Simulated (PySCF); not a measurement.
silylphosphine (H₅PSi), SMILES P[SiH3]. Atoms are numbered in the order given.

```xyz
7

Si    -1.0967    -0.0069     0.0000
P      1.1674     0.1185     0.0000
H     -1.5925     0.6959     1.2062
H     -1.5925     0.6959    -1.2062
H     -1.6210    -1.3928     0.0000
H      1.3238    -0.8394     1.0358
H      1.3238    -0.8394    -1.0358
```

Geometry: B3LYP-D3(BJ)/def2-TZVP.

Method: TDA-PBE0/def2-SVPD (PySCF).

Vertical excitations.  State labels are in the subgroup Cs.

```csv
state,symmetry,energy (eV),λ (nm),f,main pairs
S1,A',6.59,188,0.049,"HOMO→LUMO+1 82 %, HOMO→LUMO 17 %"
S2,A",6.70,185,0.013,HOMO→LUMO+2 92 %
S3,A',6.86,181,0.201,"HOMO→LUMO 72 %, HOMO→LUMO+1 14 %"
S4,A",7.37,168,0.010,HOMO→LUMO+4 92 %
S5,A',7.42,167,0.039,HOMO→LUMO+3 85 %
S6,A',8.11,153,0.028,"HOMO−1→LUMO 57 %, HOMO→LUMO+5 35 %"
S7,A',8.20,151,0.065,"HOMO−1→LUMO+1 72 %, HOMO→LUMO+5 21 %"
S8,A",8.42,147,0.036,"HOMO−1→LUMO+2 59 %, HOMO−2→LUMO 19 %, HOMO−2→LUMO+1 13 %"
S9,A',8.45,147,0.159,"HOMO→LUMO+5 33 %, HOMO−1→LUMO 25 %, HOMO−1→LUMO+1 16 %, HOMO−1→LUMO+3 8 %"
S10,A",8.61,144,0.001,"HOMO−1→LUMO+4 32 %, HOMO−2→LUMO+1 27 %, HOMO−2→LUMO 20 %, HOMO−1→LUMO+2 16 %"
T1,A',5.54,224,0,HOMO→LUMO 81 %
T2,A",5.70,218,0,HOMO→LUMO+2 93 %
T3,A',6.22,199,0,HOMO→LUMO+1 91 %
T4,A",6.93,179,0,HOMO→LUMO+4 90 %
```
Triplets are in the Tamm–Dancoff approximation.
